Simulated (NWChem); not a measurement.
C2H4BNO2; SMILES CB(O)N=C=O

```xyz
10

B     -0.0768     0.9573    -0.0021
C      1.2453     1.8131    -0.0002
H      1.8880     1.5211    -0.8465
H      1.8274     1.5966     0.9111
H      1.0821     2.9004    -0.0504
N      0.0026    -0.4733    -0.0012
C     -0.0051    -1.6666    -0.0003
O      0.0073    -2.8357     0.0005
O     -1.3265     1.4837     0.0005
H     -1.3189     2.4455    -0.0002
```
Atoms are numbered in this order, from 1.

Results from NWChem. The geometry was optimised at PBE0/def2-SVP.

Task: Estimate the computed values for LDA (Slater exchange, VWN5)/def2-TZVP. Quantities: highest occupied level (eV); orbital gap (eV); dipole (D).

Result: The highest occupied level (eV) comes out as -7.23 and the orbital gap (eV) comes out as 5.60. The dipole (D) is 3.59.
